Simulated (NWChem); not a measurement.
The numbers come from NWChem runs, not from measurements. System: HB, charge 0, spin multiplicity 1, at a geometry optimised with PBE/def2-SVP. The structure started from a generated list of species. Level: MP2/def2-QZVP, 1 core orbitals frozen.

Job file:

```
start mol
memory heap 200 mb stack 900 mb global 1100 mb
geometry units angstroms nocenter noautoz
  B      0.000000     0.000000     0.211104
  H      0.000000     0.000000    -1.055520
  symmetry group C2v
end
basis spherical
  * library def2-qzvp
end
scf
  rhf
  nopen 0
  maxiter 100
  thresh 1e-7
  semidirect memsize 60000000 filesize 0
end
mp2
  freeze core 1
end
task mp2 energy
```

Output (cleaned and shortened):

```
             Northwest Computational Chemistry Package (NWChem) 7.3.0
             --------------------------------------------------------

                                NWChem Input Module
                                -------------------

 Scaling coordinates for geometry "geometry" by  1.889725989
 (inverse scale =  0.529177249)

 Turning off AUTOSYM since
 SYMMETRY directive was detected!

                             Geometry "geometry" -> ""
                             -------------------------

 Output coordinates in angstroms (scale by  1.889725989 to convert to a.u.)

  No.       Tag          Charge          X              Y              Z
 ---- ---------------- ---------- -------------- -------------- --------------
    1 B                    5.0000     0.00000000     0.00000000     0.21110400
    2 H                    1.0000     0.00000000     0.00000000    -1.05552000

 Effective nuclear repulsion energy (a.u.)       2.0889279257

            Nuclear Dipole moment (a.u.)
            ----------------------------
        X                 Y               Z
 ---------------- ---------------- ----------------
     0.0000000000     0.0000000000     0.0000000000

      Symmetry information
      --------------------

 Group name             C2v
 Group number             16
 Group order               4
 No. of unique centers     2

      Symmetry unique atoms

     1    2


 Summary of "ao basis" -> "" (spherical)
 ------------------------------------------------------------------------------
       Tag                 Description            Shells   Functions and Types
 ---------------- ------------------------------  ------  ---------------------
 *                         def2-qzvp                  on all atoms

 Summary of "ao basis" -> "ao basis" (spherical)
 ------------------------------------------------------------------------------
       Tag                 Description            Shells   Functions and Types
 ---------------- ------------------------------  ------  ---------------------
 B                         def2-qzvp                17       57   7s4p3d2f1g
[...]
     1   1 0 0      0.000000      0.000000      0.000000
     1   0 1 0      0.000000      0.000000      0.000000
     1   0 0 1     -0.640731      0.000000      0.000000

     2   2 0 0     -5.012688      0.000000      0.000000
     2   1 1 0     -0.000000      0.000000      0.000000
     2   1 0 1      0.000000      0.000000      0.000000
     2   0 2 0     -5.012688      0.000000      0.000000
     2   0 1 1      0.000000      0.000000      0.000000
     2   0 0 2     -8.010153      0.000000      4.774324

                   NWChem MP2 Semi-direct Energy/Gradient Module
                   ---------------------------------------------

  Basis functions       =     87
  Molecular orbitals    =     87
  Frozen core           =      1
  Frozen virtuals       =      0
  Active alpha occupied =      2
  Active beta occupied  =      2
  Active alpha virtual  =     84
  Active beta virtual   =     84
  Use MO symmetry       = T
  Use skeleton AO sym   = T

  AO/Fock/Back tols     =   1.0D-09  1.0D-09  1.0D-09

 GA uses MA = F    GA memory limited = T

 Available:
  local mem=  1.26D+08
 global mem=  1.44D+08
 local disk=  0.00D+00
  mp2_memr nvloc                    84
  nvloc new                    84
   1 passes of   2:        7340032                      29320                   2199576.
   1 passes of   2: M    126152344           G      144164062           F     118812312.

 Semi-direct pass number   1 of   1  for RHF alpha+beta  at        1.4s
  vrange nnbf                  3828
  mp2_eaftype                    10  avail_ma_in_mb                  1099
 EAF : mp2_eaftype filesize          10    1099788.
  mp2_eaf for mointskh                     10
Node 0 wrote      5.1 Mb in      0.0 s     Agg I/O rate:   966.0 Mb/s
 Done moints_semi at        3.4s
  mp2_eaftype                    10  avail_ma_in_mb                  1089
 EAF : mp2_eaftype filesize          10    1099788.
  mp2_eaf for kh                    10
 Done maket at        3.4s
 Done multipass loop at        3.4s

          -------------------------------------------
          SCF energy                 -25.130728071165
          Correlation energy          -0.077949972514
          Singlet pairs               -0.070357011662
          Triplet pairs               -0.007592960852
          Total MP2 energy           -25.208678043679
          -------------------------------------------

          ---------------------------------------------------
                    Spin Component Scaled (SCS) MP2
          Same spin pairs                     -0.005061973901
          Same spin scaling factor             0.333333333333
          Opposite spin pairs                 -0.072887998613
          Opposite spin scaling fact.          1.200000000000
          SCS-MP2 correlation energy          -0.089152922969
          Total SCS-MP2 energy               -25.219880994134
          ---------------------------------------------------

 -----------------------
 Performance information
 -----------------------

 Timer overhead =  1.43D-07 seconds/call

               Nr. of calls         CPU time (s)                 Wall time (s)                GFlops
             ---------------    -------------------     ------------------------------   -------------------
Name         Min   Avg   Max    Min     Avg     Max     Min     Avg     Max   Mx/calls   Min     Max     Sum
mp2: moin     1     1     1    2.0     2.0     2.0      2.0     2.0     2.0     2.0      0.0     0.0     0.0
mp2: make     1     1     1   1.77E-2 1.77E-2 1.77E-2  1.77E-2 1.77E-2 1.77E-2 1.77E-2   0.0     0.0     0.0
mp2: tota     1     1     1    2.1     2.1     2.1      2.1     2.1     2.1     2.1      0.0     0.0     0.0

 The average no. of pstat calls per process was 3.00D+00
 with a timing overhead of 4.29D-07s

 Task  times  cpu:        3.4s     wall:        3.4s

 Total times  cpu:        3.4s     wall:        3.4s
```
